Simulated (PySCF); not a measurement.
**Löwdin shares of the frontier orbitals**

Species: C₆H₅ClO₂.
Structure used (GFN2-xTB), in Å, numbered top down from 1:
```
atom  x, y, z in Å
C1    -1.759   -0.500    0.018
C2    -0.498    0.139   -0.570
C3     0.034    1.261    0.316
O4    -0.565    2.252    0.638
C5     1.406    0.895    0.713
C6     1.755   -0.285    0.173
Cl7    3.224   -1.110    0.341
C8     0.648   -0.852   -0.660
O9     0.671   -1.887   -1.263
H10   -1.553   -0.899    1.009
H11   -2.099   -1.310   -0.622
H12   -2.543    0.248    0.100
H13   -0.731    0.529   -1.566
H14    2.009    1.518    1.350
```

Theory: TDDFT PBE0/def2-SVPD, vertical, gas phase, core orbitals frozen in the response (PySCF 2.14.0, density-fitted response routines).

Frontier orbitals with the atoms that hold most of them (Löwdin shares over 4%, at most four atoms; ? is withheld):

| orbital | ε (eV) | atoms |
| --- | --- | --- |
| LUMO+2 | 0.37 | Cl7 58%, C6 21%, C8 4%, C5 4% |
| LUMO+1 | -0.87 | C3 17%, C8 16%, O4 12%, O9 12% |
| LUMO | -3.10 | ? |
| HOMO | ? | ? |
| HOMO-1 | -8.48 | O9 30%, O4 19%, C2 9%, C6 8% |
| HOMO-2 | -8.66 | Cl7 31%, C5 24%, C6 20%, O4 10% |
| HOMO-3 | -10.02 | Cl7 74%, O9 9%, C6 8% |

Task: Which atoms hold the LUMO, and with what shares?

Result: C6 (bonded to 2 C and Cl) 20%; C5 (bonded to 2 C and H) 19%; O9 (bonded to C) 15%; O4 (bonded to C) 13%. By element: carbon 38% or more, oxygen 28%.

Task: Give the leading atoms of the HOMO.

Result: O4 (bonded to C) 38%; O9 (bonded to C) 23%; C2 (bonded to 3 C and H) 13%; C3 (bonded to 2 C and O) 9%. By element: oxygen 61%, carbon 21% or more.

Task: What is the HOMO energy, and the HOMO–LUMO gap?

Result: ε(HOMO) = -7.79 eV; the gap is 4.69 eV (0.1724 hartree).

Task: How does S1 compare with the orbital gap of 4.69 eV?

Result: S1 is at 3.01 eV (f = 0.0001), 1.68 eV below the gap, made of HOMO→LUMO (97%). 

Task: One configuration dominates each of S1, S2, S3, S4, S6 and S8. Which, and how do the shares of the two leading atoms of either orbital change from the occupied to the empty one?

Result: 
- S1 (3.01 eV, f 0.0001), HOMO→LUMO (97%): O4 38% → 13%, O9 23% → 15%, C6 at most 9% → 20%, C5 at most 9% → 19%
- S2 (3.65 eV, f 0.0000), HOMO-1→LUMO (93%): O9 30% → 15%, O4 19% → 13%, C6 8% → 20%, C5 at most 9% → 19%
- S3 (5.04 eV, f 0.227), HOMO-2→LUMO (93%): Cl7 31% → at most 14%, C5 24% → 19%, C6 20% → 20%
- S4 (5.20 eV, f 0.0019), HOMO→LUMO+1 (76%): O4 38% → 12%, O9 23% → 12%, C3 9% → 17%, C8 at most 9% → 16%
- S6 (5.94 eV, f 0.0020), HOMO-1→LUMO+1 (87%): O9 30% → 12%, O4 19% → 12%, C3 at most 9% → 17%, C8 at most 9% → 16%
- S8 (6.77 eV, f 0.081), HOMO-2→LUMO+1 (71%): Cl7 31% → at most 12%, C5 24% → at most 12%, C3 at most 11% → 17%, C8 at most 11% → 16%

Löwdin shares depend on the basis, the more so with diffuse functions.
